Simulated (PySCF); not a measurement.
SMILES N#Cc1ccc(-c2cccs2)s1 (GFN2-xTB optimised geometry):

```
17

N     -2.254    -4.454     0.002
C     -1.564    -3.536     0.001
C     -0.717    -2.428     0.000
C      0.658    -2.428     0.000
C      1.199    -1.140     0.000
C      0.246    -0.147     0.000
C      0.449     1.265     0.001
C     -0.495     2.261    -0.001
C      0.065     3.550     0.001
C      1.424     3.532     0.003
S      2.056     1.937     0.004
S     -1.359    -0.811     0.000
H      1.240    -3.332     0.000
H      2.254    -0.930     0.000
H     -1.552     2.062    -0.003
H     -0.518     4.454     0.000
H      2.101     4.363     0.005
```

Method: PBE0/def2-SVP (PySCF).

Problem. What are the frontier orbital energies and the dipole moment?

Solution. HOMO-2 -8.09 eV, HOMO-1 -7.80 eV, HOMO -6.44 eV, LUMO -2.23 eV, LUMO+1 -0.51 eV; dipole moment 5.36 D.

On the same geometry PySCF with PBE/def2-SVP gives HOMO-2 -6.93 eV, HOMO-1 -6.67 eV, HOMO -5.51 eV, LUMO -2.84 eV, LUMO+1 -1.38 eV; dipole moment 5.26 D.

Meta-Löwdin charges at PBE0/def2-SVP: N1 -0.21, C2 0.09, C3 -0.15, C4 -0.09, C5 -0.14, C6 -0.08, C7 -0.11, C8 -0.13, C9 -0.13, C10 -0.23, S11 0.26, S12 0.27, H13 0.13, H14 0.12, H15 0.12, H16 0.12, H17 0.14.
